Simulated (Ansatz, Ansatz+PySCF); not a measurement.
| atom | x (Å) | y (Å) | z (Å) |
| --- | --- | --- | --- |
| P | 0.0000 | 0.0000 | 0.0000 |
| O | 0.0000 | 0.0000 | 1.5600 |

Basis set: STO-3G (spherical functions). Frozen core: 6 orbitals. Correlation on ROHF uses semicanonical orbitals with singles. Charge 0, multiplicity 2.

Computed with Ansatz (development build ahead of 0.2.0); the reference of a correlated method needn't be the lowest determinant of its kind.

**Question.** Give the atomization energy at this shape (free ground-state atoms in the same class of orbitals less the molecule, no zero-point energy) of doublet PO by UHF-CCSD(T), ROHF-CCSD(T).

**Answer.**

```json
{"method": "UHF-CCSD(T)", "atomization energy": "369.7 kJ/mol"}
{"method": "ROHF-CCSD(T)", "atomization energy": "367.1 kJ/mol"}
```

Caution: the reference determinant was not shown to be the lowest. Caution for UHF-CCSD(T): a plain start can end on a higher determinant; large amplitudes, a single reference is doubtful; the unrestricted determinant is spin contaminated. Caution for ROHF-CCSD(T): an unrestricted determinant lies well below; the amplitudes may be one of several solutions.

This basis has no polarisation functions and is too small for such energies, which can lie far from measured ones in either direction.
